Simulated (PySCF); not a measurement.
Structure elucidation problem

Molecular formula: C9H8O2. Simulated spectra:

¹H NMR (600 MHz, computed): δ 8.84 (dd, J = 8.9, 1.0 Hz, 2H), 8.13 (dd, J = 15.6, 7.7 Hz, 1H), 7.97 (tt, J = 8.3, 1.0 Hz, 1H), 7.65 (t, J = 8.6 Hz, 2H), 5.25 (d, J = 15.6 Hz, 1H), 4.77 (d, J = 7.7 Hz, 1H).

¹³C{¹H} NMR (computed): δ 171.7 (C), 151.1 (CH), 146.7 (CH), 144.9 (CH, 2C), 135.7 (C), 135.2 (CH, 2C), 101.8 (CH2).

No solvent model, a single conformation, rapidly exchanging positions averaged, no relativistic terms. Shielding tensors at HF/pcSseg-2 (GIAO); geometry: PBE0-D3(BJ)/def2-SVP; B3LYP/pcJ-1 coupling constants (without the spin–dipole term); PySCF 2.14.0 with density-fitted response routines.

Referencing at the same level of theory: ¹H (31.68 ppm), ¹³C (191.47 ppm) vs TMS.

Problem. Deduce the structure.

Solution. 
1. The formula gives 6 degrees of unsaturation (1 ring in the answer).
2. 7 carbon signals for 9 carbons: some carbons are equivalent by symmetry or fast rotation.
3. Carbon types of the structure: 2 × C, 6 × CH, 1 × CH2, which accounts for all hydrogens.
4. δC 171.7: ester carbonyl carbon; lone-pair donation from the attached heteroatom keeps it upfield of a ketone carbonyl.
5. δC 151.1: alkene carbon bearing oxygen; an sp2 carbon further deshielded by the attached heteroatom.
6. δC 146.7, 144.9, 135.2: aromatic CH.
7. δC 135.7: substituted aromatic carbon.
8. δC 101.8: β carbon of an enol-ether or enamine type C=C; the O or N lone pair pushes π density onto this β carbon and shields it.
9. δH 8.84, 7.97, 7.65: hydrogen on an aromatic CH.
10. δH 5.25, 4.77: hydrogen on a β carbon of an enol-ether or enamine type C=C.
11. The protons at 5.25 and 8.13 share a coupling of 15.6 Hz (vicinal, trans across C=C).
12. The protons at 8.84 and 7.65 share a coupling of 8.9 Hz (vicinal, an ortho-type coupling).
13. The protons at 7.65 and 7.97 share a coupling of 8.3 Hz (vicinal, an ortho-type coupling).
14. The protons at 4.77 and 8.13 share a coupling of 7.7 Hz (vicinal, cis across C=C).

These data were computed for `C=COC(=O)c1ccccc1`.

The data come from this structure; uniqueness wasn't tested.

Multiplet labels drop couplings under 1 Hz and merge nearly equal ones. Couplings among chemically equivalent protons are left out too, so labels in AA′BB′ or AA′XX′ sets are apparent multiplicities. Unscaled 3J(H,H) at this level run about 10 % above measured values. Shifts are as computed, not scaled to solution data. Of 1328 compounds with measured shifts, 309 miss one by over three times the rms of a fit or turn the order of signals round; such compounds aren't used in these exercises. Signals without a measured value on file couldn't be tested in this way.
